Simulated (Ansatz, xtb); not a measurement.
Two isomers of C4H8FGa

We compare a, `C=[CH][Ga]([CH3])[CH2]F`, a singlet, with b, `C=C[C@H](F)[GaH][CH3]`, a singlet. Both are isolated molecules in the gas phase, relaxed with PBE0-D3(BJ)/def2-SVP; the shapes shown needn't be the lowest conformers.

a (Å):

```tsv
atom	x (Å)	y (Å)	z (Å)
C	-0.5258	1.4652	-2.4125
C	-0.6273	1.6394	-1.0863
C	-0.3761	-1.7179	-0.5169
C	-0.7293	0.4676	2.1016
F	-0.6792	-0.7031	2.8391
Ga	-0.5755	0.1182	0.1479
H	-0.4097	0.4698	-2.8591
H	-0.5515	2.3001	-3.1252
H	-0.7417	2.6708	-0.7257
H	-0.2726	-1.7748	-1.6101
H	-1.2499	-2.3183	-0.2164
H	0.5059	-2.1893	-0.0549
H	-1.6751	0.9933	2.3339
H	0.0812	1.1385	2.4454
```

b (Å):

```csv
atom,x (Å),y (Å),z (Å)
C,0.6829,0.9110,-2.8244
C,-0.5398,0.3779,-2.6938
C,-1.3756,0.4548,-1.4727
C,0.2898,-1.3932,0.8170
F,-0.9345,1.4470,-0.6143
Ga,-0.9978,-1.3461,-0.6598
H,1.1166,1.5134,-2.0222
H,1.2616,0.7830,-3.7414
H,-0.9703,-0.2132,-3.5126
H,-2.4348,0.6393,-1.7198
H,-1.6437,-2.6221,-1.3182
H,1.0926,-2.1197,0.6191
H,-0.2178,-1.7109,1.7425
H,0.7293,-0.4001,0.9855
```

Problem. Estimate E(b) − E(a) at the level CCSD(T)/def2-SVP + ΔMP2/def2-TZVPP.

Solution. Not settled: CCSD(T)/def2-SVP + ΔMP2/def2-TZVPP gives E(b) − E(a) = +0.141 eV, but this leans on the basis-set step: CCSD(T) alone gives +0.017 eV.

The same difference at several levels:

| level | geometry | E(b) − E(a) (eV) | departure from the last row (eV) | job, with rough time for the two |
| --- | --- | --- | --- | --- |
| PBE0-D3(BJ)/def2-SVP | PBE0-D3(BJ)/def2-SVP | −0.057 | −0.199 | optimisation, 4.6 min |
| HF/def2-SVP | PBE0-D3(BJ)/def2-SVP | +0.096 | −0.046 | part of the CCSD(T) run |
| MP2/def2-SVP | PBE0-D3(BJ)/def2-SVP | +0.017 | −0.125 | part of the CCSD(T) run |
| CCSD(T)/def2-SVP | PBE0-D3(BJ)/def2-SVP | +0.017 | −0.124 | single point |
| CCSD(T)/def2-SVP + ΔMP2/def2-TZVPP | PBE0-D3(BJ)/def2-SVP | +0.141 |  | single point, 51 s |

As drawn, b has 1 C–C, 1 Ga–H in place of 1 C–Ga, 1 C–H.

PBE0-D3(BJ)/def2-SVP puts the two in the other order. MP2/def2-SVP, CCSD(T)/def2-SVP find them nearly level. The largest departure from CCSD(T)/def2-SVP + ΔMP2/def2-TZVPP is that of PBE0-D3(BJ)/def2-SVP, 0.199 eV. A small imaginary or near-zero mode remains, so no thermal terms are given. Levels run at GFN2-xTB geometries aren't shown. The last row adds to CCSD(T) the change of the MP2 difference between the two basis sets, here +0.124 eV.

The correlated steps freeze 14 core orbitals; the filled d shell of Ga is correlated, in a basis made for valence electrons. Codes used: Ansatz 0.2.0, xtb 6.7.1; the last row on 2 threads of Intel(R) Xeon(R) 6975P-C (Granite Rapids) on a shared host.
